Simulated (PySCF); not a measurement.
GaHBr2, SMILES [GaH]([Br])[Br].

Coordinates come from a ωB97X-D3(BJ)/def2-SVP optimisation. The structure was generated by enumeration; whether it is a known compound was not checked.

Two levels are set side by side: PBE/def2-TZVPD (PySCF) and B3LYP/def2-TZVPD (PySCF). Same geometry, gas phase. Differences are taken from unrounded values.

```tsv
quantity	B3LYP
orbital gap (eV)	6.12
highest occupied level (eV)	-8.25
lowest empty level (eV)	-2.13
dipole moment (D)	1.41
mean polarisability (bohr³)	73.8
```

Problem. What does PBE give, and how far is it from B3LYP? (Estimate from the structure and the level; the computed values follow.)

Solution. 
| quantity | PBE | PBE minus B3LYP |
|---|---|---|
| orbital gap (eV) | 4.62 | -1.50 |
| highest occupied level (eV) | -7.26 | 0.99 |
| lowest empty level (eV) | -2.64 | -0.51 |
| dipole moment (D) | 1.32 | -0.09 |
| mean polarisability (bohr³) | 76.1 | 2.3 |

PBE's occupied levels lie high since its potential decays too fast outside the molecule; exact exchange lowers them and widens the gap. PBE's more diffuse valence density responds more strongly to a field. Differences between two approximate levels are no errors against the true value.

Rough cost on one machine, each run with all the roots and properties that it gave: B3LYP against PBE within a factor of 2.
